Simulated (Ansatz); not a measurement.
**Question.** Name a neutral molecule of B, C, N, S and H with HOMO–LUMO gap (B3LYP/def2-TZVPP) between 5.00 and 5.30 eV and HOMO energy (B3LYP/def2-TZVPP) between -6.40 and -6.10 eV (Ansatz, PBE0-D4/def2-TZVP geometry).

**Answer.** `S/C=C1/BN1` (5.09 eV, -6.11 eV); `C=C1SB1N` (5.17 eV, -6.17 eV). Other molecules can fit too; these were computed, each in one conformer that needn't be the lowest.

B3LYP here is the variant with VWN-RPA as its local correlation; programs differ in this.
